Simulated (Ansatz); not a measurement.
Geometry optimisation of the cluster Al₂Ga₅.

```yaml
crystal:
  periodic: [false, false, false]
  atoms:
    - {symbol: Al, position_ang: [-2.368200, 0.568000, -0.029500]}
    - {symbol: Al, position_ang: [0.000000, 0.000000, 0.000000]}
    - {symbol: Ga, position_ang: [-0.411700, 1.167700, 1.925100]}
    - {symbol: Ga, position_ang: [-1.679200, -1.835800, -0.466600]}
    - {symbol: Ga, position_ang: [-0.863500, 2.303600, -0.154500]}
    - {symbol: Ga, position_ang: [1.076800, -0.875800, 1.871600]}
    - {symbol: Ga, position_ang: [1.712800, 1.755900, -0.150300]}
basis:
  gaussian: {orbitals: def2-SVP}
magnetization: {spin_polarized: true, initial_magnetization: 1}
hamiltonian: {xc: pbe, dispersion: d4}
scf: {lower_state_search: "off"}
output: {orbitals: {seedname: orbitals}}
relax: {f_tol: 0.03, max_steps: 70}
```

```sh
$ ansatz run in.yaml --threads 6 --pin off --events-out ev --progress --plain --max-ram 7833MiB
```

Output, abridged:

```
Functional definition: PBE
  name "PBE"
  cite "Perdew, Burke & Ernzerhof, Phys. Rev. Lett. 77, 3865 (1996) doi:10.1103/PhysRevLett.77.3865"
  parent pbe
  parameter kappa = 0.804
  parameter beta = 0.06672455060314922
  exchange = pbe_x(kappa = kappa, mu = beta*pi^2/3)
  correlation = pbe_c(beta = beta)
these checks for a lower state are left out or cut short: stability, starts, cluster_reference, orbital_swaps, neighbouring_geometries, increment
mean field -274999.15890207 eV, -10106.0326885264 hartree, gradient 6.2e-6 eV, S^2 1.160479; 0 other end points of the search recorded, 0 dependent functions left out
the calculation of the forces begins
relax step   1: F+E_penalty+E_count = -274999.70565091 eV  Δ(F+E_penalty+E_count) = +0.000e0 eV  max|allowed force component| = 3.573e0 eV/Å  Δτ_max = 0.0000 Å  (65 SCF iters, accepted)
these checks for a lower state are left out or cut short: stability, starts, cluster_reference, orbital_swaps, neighbouring_geometries, increment
mean field -275000.48020976 eV, -10106.0812456881 hartree, gradient 6.2e-6 eV, S^2 0.806896; 0 other end points of the search recorded, 0 dependent functions left out
the calculation of the forces begins
relax step   2: F+E_penalty+E_count = -275001.01316842 eV  Δ(F+E_penalty+E_count) = -1.308e0 eV  max|allowed force component| = 1.652e0 eV/Å  Δτ_max = 0.1906 Å  (50 SCF iters, accepted)
these checks for a lower state are left out or cut short: stability, starts, cluster_reference, orbital_swaps, neighbouring_geometries, increment
mean field -275001.08359755 eV, -10106.1034197805 hartree, gradient 2.6e-6 eV, S^2 0.766797; 0 other end points of the search recorded, 0 dependent functions left out
the calculation of the forces begins
relax step   3: F+E_penalty+E_count = -275001.60655397 eV  Δ(F+E_penalty+E_count) = -5.934e-1 eV  max|allowed force component| = 5.032e-1 eV/Å  Δτ_max = 0.1960 Å  (43 SCF iters, accepted)
these checks for a lower state are left out or cut short: stability, starts, cluster_reference, orbital_swaps, neighbouring_geometries, increment
mean field -275001.26890281 eV, -10106.1102296232 hartree, gradient 1.9e-6 eV, S^2 0.763575; 0 other end points of the search recorded, 0 dependent functions left out
the calculation of the forces begins
relax step   4: F+E_penalty+E_count = -275001.79104114 eV  Δ(F+E_penalty+E_count) = -1.845e-1 eV  max|allowed force component| = 4.929e-1 eV/Å  Δτ_max = 0.2000 Å  (43 SCF iters, accepted)
these checks for a lower state are left out or cut short: stability, starts, cluster_reference, orbital_swaps, neighbouring_geometries, increment
mean field -275001.42479479 eV, -10106.1159585479 hartree, gradient 4.6e-6 eV, S^2 0.762229; 0 other end points of the search recorded, 0 dependent functions left out
the calculation of the forces begins
relax step   5: F+E_penalty+E_count = -275001.94322106 eV  Δ(F+E_penalty+E_count) = -1.522e-1 eV  max|allowed force component| = 2.752e-1 eV/Å  Δτ_max = 0.1955 Å  (32 SCF iters, accepted)
these checks for a lower state are left out or cut short: stability, starts, cluster_reference, orbital_swaps, neighbouring_geometries, increment
mean field -275001.51335915 eV, -10106.1192132280 hartree, gradient 2.4e-6 eV, S^2 0.761111; 0 other end points of the search recorded, 0 dependent functions left out
the calculation of the forces begins
relax step   6: F+E_penalty+E_count = -275002.03235396 eV  Δ(F+E_penalty+E_count) = -8.913e-2 eV  max|allowed force component| = 2.777e-1 eV/Å  Δτ_max = 0.1904 Å  (33 SCF iters, accepted)
these checks for a lower state are left out or cut short: stability, starts, cluster_reference, orbital_swaps, neighbouring_geometries, increment
mean field -275001.58716327 eV, -10106.1219254794 hartree, gradient 1.6e-6 eV, S^2 0.760210; 0 other end points of the search recorded, 0 dependent functions left out
the calculation of the forces begins
relax step   7: F+E_penalty+E_count = -275002.10883614 eV  Δ(F+E_penalty+E_count) = -7.648e-2 eV  max|allowed force component| = 2.102e-1 eV/Å  Δτ_max = 0.1941 Å  (33 SCF iters, accepted)
these checks for a lower state are left out or cut short: stability, starts, cluster_reference, orbital_swaps, neighbouring_geometries, increment
mean field -275001.65821783 eV, -10106.1245366863 hartree, gradient 4.0e-6 eV, S^2 0.758500; 0 other end points of the search recorded, 0 dependent functions left out
the calculation of the forces begins
relax step   8: F+E_penalty+E_count = -275002.18236618 eV  Δ(F+E_penalty+E_count) = -7.353e-2 eV  max|allowed force component| = 1.596e-1 eV/Å  Δτ_max = 0.1943 Å  (31 SCF iters, accepted)
[...]
the calculation of the forces begins
relax step  17: F+E_penalty+E_count = -275003.05951733 eV  Δ(F+E_penalty+E_count) = -4.003e-2 eV  max|allowed force component| = 2.496e-1 eV/Å  Δτ_max = 0.1349 Å  (30 SCF iters, accepted)
these checks for a lower state are left out or cut short: stability, starts, cluster_reference, orbital_swaps, neighbouring_geometries, increment
mean field -275002.52711480 eV, -10106.1564680612 hartree, gradient 2.5e-6 eV, S^2 0.762111; 0 other end points of the search recorded, 0 dependent functions left out
the calculation of the forces begins
relax step  18: F+E_penalty+E_count = -275003.09100404 eV  Δ(F+E_penalty+E_count) = -3.149e-2 eV  max|allowed force component| = 1.937e-1 eV/Å  Δτ_max = 0.0878 Å  (31 SCF iters, accepted)
these checks for a lower state are left out or cut short: stability, starts, cluster_reference, orbital_swaps, neighbouring_geometries, increment
mean field -275002.55281323 eV, -10106.1574124610 hartree, gradient 1.7e-6 eV, S^2 0.762241; 0 other end points of the search recorded, 0 dependent functions left out
the calculation of the forces begins
relax step  19: F+E_penalty+E_count = -275003.11840934 eV  Δ(F+E_penalty+E_count) = -2.741e-2 eV  max|allowed force component| = 8.702e-2 eV/Å  Δτ_max = 0.0959 Å  (31 SCF iters, accepted)
these checks for a lower state are left out or cut short: stability, starts, cluster_reference, orbital_swaps, neighbouring_geometries, increment
mean field -275002.53239538 eV, -10106.1566621188 hartree, gradient 1.8e-6 eV, S^2 0.760565; 0 other end points of the search recorded, 0 dependent functions left out
the calculation of the forces begins
relax step  20: F+E_penalty+E_count = -275003.09987463 eV  Δ(F+E_penalty+E_count) = +1.853e-2 eV  max|allowed force component| = 2.130e-1 eV/Å  Δτ_max = 0.2000 Å  (32 SCF iters, rejected (line search))
these checks for a lower state are left out or cut short: stability, starts, cluster_reference, orbital_swaps, neighbouring_geometries, increment
mean field -275002.56436340 eV, -10106.1578369217 hartree, gradient 1.7e-6 eV, S^2 0.761250; 0 other end points of the search recorded, 0 dependent functions left out
the calculation of the forces begins
relax step  21: F+E_penalty+E_count = -275003.13128676 eV  Δ(F+E_penalty+E_count) = -1.288e-2 eV  max|allowed force component| = 5.104e-2 eV/Å  Δτ_max = 0.0958 Å  (31 SCF iters, accepted)
these checks for a lower state are left out or cut short: stability, starts, cluster_reference, orbital_swaps, neighbouring_geometries, increment
mean field -275002.56141373 eV, -10106.1577285233 hartree, gradient 2.6e-6 eV, S^2 0.759732; 0 other end points of the search recorded, 0 dependent functions left out
the calculation of the forces begins
relax step  22: F+E_penalty+E_count = -275003.12785320 eV  Δ(F+E_penalty+E_count) = +3.434e-3 eV  max|allowed force component| = 1.545e-1 eV/Å  Δτ_max = 0.0885 Å  (30 SCF iters, rejected (line search))
these checks for a lower state are left out or cut short: stability, starts, cluster_reference, orbital_swaps, neighbouring_geometries, increment
mean field -275002.56883201 eV, -10106.1580011404 hartree, gradient 1.9e-6 eV, S^2 0.760485; 0 other end points of the search recorded, 0 dependent functions left out
the calculation of the forces begins
relax step  23: F+E_penalty+E_count = -275003.13568485 eV  Δ(F+E_penalty+E_count) = -4.398e-3 eV  max|allowed force component| = 2.114e-2 eV/Å  Δτ_max = 0.0428 Å  (26 SCF iters, accepted)
Total energy: -275003.13572020 eV, -10106.1788338972 hartree
Atom 0 at    -2.016690     0.150293     1.216956 Å, force    -0.007111    -0.002719     0.006238 eV/Å
Atom 1 at     0.904244    -1.099419    -0.088606 Å, force    -0.005732    -0.005170    -0.008160 eV/Å
Atom 2 at     0.039372     1.718603     1.716606 Å, force     0.014913    -0.015762     0.010456 eV/Å
Atom 3 at    -1.326215    -0.430049    -1.135789 Å, force     0.008157    -0.011642     0.014943 eV/Å
Atom 4 at    -1.447396     2.201563    -0.587676 Å, force     0.014563    -0.000123    -0.015960 eV/Å
Atom 5 at     0.131530    -0.855725     2.381390 Å, force    -0.007952     0.014274    -0.013689 eV/Å
Atom 6 at     1.182156     1.398334    -0.507081 Å, force    -0.016837     0.021142     0.006172 eV/Å
Dipole moment:    -0.002146    -0.025195    -0.003775 e Å
Checks for a lower state left out: stability, starts, cluster_reference, orbital_swaps, neighbouring_geometries, increment
```

It took 2.8 min on 6 threads of Intel Xeon on a shared host.

The structure comes from a short search, and lower isomers may exist.
